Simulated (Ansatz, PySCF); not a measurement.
This Ansatz (an electronic-structure program) input computes a B3LYP/def2-TZVPD energy:

Ansatz 0.2 input:
```yaml
crystal:
  periodic: [false, false, false]
  atoms:
    - {symbol: B, position_ang: [-0.00000000, -0.00000000, -0.73477070]}
    - {symbol: N, position_ang: [0.00000000, 0.00000000, 0.57007214]}
    - {symbol: H, position_ang: [-0.00000000, -0.00000000, -1.90320192]}
    - {symbol: H, position_ang: [0.00000000, 0.00000000, 1.58655045]}
basis:
  gaussian:
    orbitals: def2-TZVPD
hamiltonian:
  xc: {name: B3LYP}
total_charge: 1
magnetization: {spin_polarized: true, initial_magnetization: 1}
output: {forces: true}
```

Problem. Write an input for the same energy in PySCF and say what it gives.

Solution. 
```python
from pyscf import gto, scf, dft

mol = gto.M(
    atom='''
    B    -0.00000000   -0.00000000   -0.73477070
    N     0.00000000    0.00000000    0.57007214
    H    -0.00000000   -0.00000000   -1.90320192
    H     0.00000000    0.00000000    1.58655045
    ''',
    basis='def2-tzvpd',
    charge=1,
    spin=1,
    symmetry='C2v',
    verbose=4,
)

mf = dft.UKS(mol, xc='b3lyp').density_fit(auxbasis='def2-universal-jkfit')
mf.grids.level = 3
mf.conv_tol = 1e-9
mf.max_cycle = 100
mf.max_memory = 1500
mf.kernel()
if not mf.converged:
    mf = mf.newton()
    mf.kernel(mf.make_rdm1())
mf.analyze()
```
It gives -80.43089 Eh, and Ansatz -80.43086 Eh, a difference of 0.03 mEh, from the treatment of integrals and grids.
